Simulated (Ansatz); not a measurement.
Input and output for `[CH2]1[NH][GeH2]1`.

```yaml
crystal:
  periodic: [false, false, false]
  atoms:
    - {symbol: C, position_ang: [-0.653675, 0.443204, -0.552971]}
    - {symbol: N, position_ang: [-0.301882, 0.598712, 0.871071]}
    - {symbol: Ge, position_ang: [0.554278, -0.890460, 0.107180]}
    - {symbol: H, position_ang: [-1.694891, 0.188167, -0.728691]}
    - {symbol: H, position_ang: [-0.260376, 1.163318, -1.267842]}
    - {symbol: H, position_ang: [0.310019, 1.392866, 1.020794]}
    - {symbol: H, position_ang: [2.040119, -0.735160, -0.203239]}
    - {symbol: H, position_ang: [0.098509, -2.217747, 0.697898]}
basis:
  gaussian: {orbitals: pcseg-2, point_charges: [{charge: 1.00, position_ang: [4.863, -0.132, 0.634]}]}
total_charge: -1
magnetization: {spin_polarized: true, initial_magnetization: 1}
hamiltonian: {xc: {name: wPBEh}}
output: {forces: true}
```

```sh
$ ansatz run in.yaml --threads 2 --pin off --events-out ev --progress --plain --max-ram 4352MiB
```

Shortened log:

```
Functional definition: wPBEh
967 factors; their error is unknown
73 factors; integrals over basis functions are off by at most 5.4e-7 eV
mean field evaluation 1: about -59116.9575 eV, gradient 2.4e1 eV
mean field evaluation 2: about -59114.5196 eV, gradient 3.3e1 eV
mean field evaluation 4: about -59119.3993 eV, gradient 1.6e0 eV
mean field evaluation 8: about -59119.4104 eV, gradient 6.7e-2 eV
mean field evaluation 16: about -59119.6193 eV, gradient 4.2e-4 eV
mean field -59119.61926194 eV, -2172.6059351590 hartree, gradient 1.6e-5 eV, S^2 0.752233; 4 other end points of the search recorded, 0 dependent functions left out
reference -59119.61931129 eV, -2172.6059369726 hartree; 26, 25 occupied and 147, 148 virtual orbitals, 967 factors
Total energy: -59119.61931129 eV, -2172.6059369726 hartree
Atom 0 at    -0.653675     0.443204    -0.552971 Å, force    -0.699139     0.264754    -0.103127 eV/Å
Atom 1 at    -0.301882     0.598712     0.871071 Å, force     0.026101    -0.025972     0.090613 eV/Å
Atom 2 at     0.554278    -0.890460     0.107180 Å, force     0.205862    -0.469755    -0.736427 eV/Å
Atom 3 at    -1.694891     0.188167    -0.728691 Å, force    -0.057365     0.173438     0.011656 eV/Å
Atom 4 at    -0.260376     1.163318    -1.267842 Å, force     0.011190     0.008637     0.024029 eV/Å
Atom 5 at     0.310019     1.392866     1.020794 Å, force     0.116653     0.057712    -0.005629 eV/Å
Atom 6 at     2.040119    -0.735160    -0.203239 Å, force     2.459270     0.659816     0.691688 eV/Å
Atom 7 at     0.098509    -2.217747     0.697898 Å, force    -0.316884    -0.298408     0.503126 eV/Å
Dipole moment:    -1.515178     0.098435    -0.274349 e Å
```

It took 12 s on 2 threads of an Arm Neoverse V1 on a shared host, with 0.5 GiB of host memory at the peak.
